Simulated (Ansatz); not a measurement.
# Pulling the pair apart

The pair of F⁻ (SMILES [F-], atom 1) and AlF3 (SMILES F[Al](F)F, atoms 2–5), both closed shells, in one local arrangement (a lower one may exist), relaxed at PBE0-D4/def2-TZVPD:

F1  (-0.486, -0.286, -1.592)
F2  (1.233, -1.077, 0.414)
Al3  (0.000, 0.000, 0.000)
F4  (0.567, 1.585, 0.140)
F5  (-1.314, -0.222, 1.038)
(Å)

AlF3 is shifted rigidly along the line between the mean atom positions of the two fragments (negative: closer). Counterpoise interaction energies in kcal/mol. Computed with Ansatz 0.2.0 (basis: def2-TZVPPD); correlated methods freeze the cores.

| shift (Å) | PBE-D4 | r2SCAN-D4 | MP2 |
| --- | --- | --- | --- |
| -0.17 | -116.00 | -127.38 | -122.36 |
| -0.08 | -125.41 | -135.85 | -131.65 |
| 0.00 | -128.66 | -138.19 | -134.64 |
| 0.08 | -128.00 | -136.65 | -133.64 |
| 0.20 | -123.21 | -130.72 | -128.29 |
| 0.42 | -109.18 | -114.84 | -113.06 |
| 0.84 | -81.45 | -84.42 | -82.79 |
| 1.69 | -46.03 | -46.19 | -43.52 |

**Question.** What does CCSD(T) give at these shifts? (An estimate is asked for; the value comes from the calculation.)

**Answer.** By the calculation: -125.13, -134.16, -136.91, -135.68, -130.03, -114.34, -83.54, -44.00 kcal/mol. For zero shift, CCSD(T) at an estimated basis limit (MP2 extrapolated from triple and quadruple zeta, plus CCSD(T) − MP2 in triple zeta) gives -139.54 kcal/mol. These are counterpoise interaction energies, counted from the two frozen fragments.

T1 diagnostic: at most 0.020.

For scale, one of the runs: CCSD(T)/def2-TZVPPD, 208 basis functions, launched by `ansatz run in.yaml --threads 4 --pin off --events-out ev --progress --plain --max-ram 9574MiB`. The run took 34 s on 4 CPU threads of an Arm Neoverse V1 (shared host), with 2 GiB of host memory at its peak.
